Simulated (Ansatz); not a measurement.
System: C₂H₈N₂Si₂, charge 0, multiplicity 1. SMILES: C=CN1[SiH2]N[SiH2]1
Coordinates optimised at B3LYP-D3(BJ)/def2-TZVP (Ansatz, a program for electronic structure):
```
N
C 1 1.3833
C 2 1.3345 1 126.14
H 3 1.0794 2 120.47 1 -180.00
H 3 1.0838 4 117.42 2 -180.00
H 2 1.0866 3 119.10 4 0.00
Si 1 1.7474 2 133.94 6 0.00
N 7 1.7307 1 86.37 2 180.00
H 8 1.0016 7 132.84 1 180.00
Si 8 1.7337 9 132.79 7 180.00
H 10 1.4821 8 116.12 9 64.22
H 10 1.4821 11 107.91 1 -129.39
H 7 1.4834 8 116.22 9 64.04
H 7 1.4834 13 107.52 1 -129.14
```
Charge 0, spin multiplicity 1.

Parts of the frozen-core correlation energy in aug-cc-pV(D+d)Z (Ansatz, hartree). Frozen orbitals: 14; correlated occupied orbitals by spin: 17 and 17; virtual: 197 and 197. No spin-orbit coupling. No relativistic terms.

```csv
term,value
reference (HF),-767.25418
MP2 opposite-spin,?
MP2 same-spin,?
CCSD correlation,-0.88719
(T),?
T1 diagnostic,0.012
largest doubles amplitude,0.042
```

Q: Fill in the missing entries.

A: 
- MP2 opposite-spin, value: -0.62940
- MP2 same-spin, value: -0.19742
- (T), value: -0.03316
